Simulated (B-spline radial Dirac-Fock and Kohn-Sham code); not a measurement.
Elastic and transport cross sections of scandium for electrons

Calculated with an atomic code on a B-spline grid, using relativistic (Dirac) partial waves in the static field of the Dirac-Fock atom with Furness-McCarthy exchange, without polarisation or absorption potentials. σ_tr1 and σ_tr2 weight the cross section with 1 − P₁ and 1 − P₂ of cos θ; "backward" is the share scattered beyond 90°.

```tsv
energy (eV)	σ (a₀²)	σ_tr1 (a₀²)	σ_tr2 (a₀²)	σ/σ_tr1	backward (%)
30000	0.580	0.00339	0.00833	171	0.055
36200	0.495	0.00244	0.00606	202	0.044
37800	0.477	0.00226	0.00563	211	0.041
50000	0.377	0.00139	0.00350	272	0.029
51600	0.368	0.00131	0.00331	280	0.028
62700	0.314	0.000936	0.00238	335	0.022
64300	0.307	0.000895	0.00228	343	0.022
77100	?	?	?	?	?
100000	0.218	0.000418	0.00108	522	0.012
101000	0.217	0.000411	0.00107	527	0.012
104000	0.212	0.000391	0.00102	543	0.012
142000	0.170	0.000231	0.000608	738	0.0077
153000	0.162	0.000204	0.000538	795	0.0070
200000	0.137	0.000131	0.000349	1050	0.0048
300000	0.110	6.82e-05	0.000184	1620	0.0026
```

Question: Fill in the row for 77.1 keV.

Answer: σ = 0.266 a₀², σ_tr1 = 0.000654 a₀², σ_tr2 = 0.00168 a₀², σ/σ_tr1 = 407, backward 0.017 %. The ratio σ/σ_tr1 is roughly the number of elastic collisions that randomise the direction.
